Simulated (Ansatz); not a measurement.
Species: C$_{3}$HFNS (charge 0, doublet). It need not be the lowest isomer of its formula. SMILES: n1c(F)[c]sc1
Geometry: optimised at B3LYP-D3(BJ)/def2-TZVP (Ansatz, a program for electronic structure).

Property: atomisation energy (electronic, to ground-state atoms), in kcal/mol. Cores are frozen in the correlated levels unless marked. Open shells are spin-unrestricted. No spin-orbit coupling. Non-relativistic. The coupled-cluster limit lacks core correlation, which all-electron functionals hold. CBS marks a two-point X^-3 extrapolation of the correlation energy; Hartree-Fock from the larger set.

```
level                           program  atomisation energy (kcal/mol)
-----------------------  --------------  -----------------------------
PBE/def2-TZVPD                   Ansatz                          772.0
PBE-D3(BJ)/def2-TZVPD    Ansatz + dftd3                          776.3
B3LYP-D3(BJ)/def2-TZVPD  Ansatz + dftd3                          722.1
PBE0-D3(BJ)/def2-TZVP    Ansatz + dftd3                          741.0
```

Task: Predict the CCSD(T)/CBS(cc-pV(T+d)Z,cc-pV(Q+d)Z) result (Ansatz).

Result: 715.8 kcal/mol
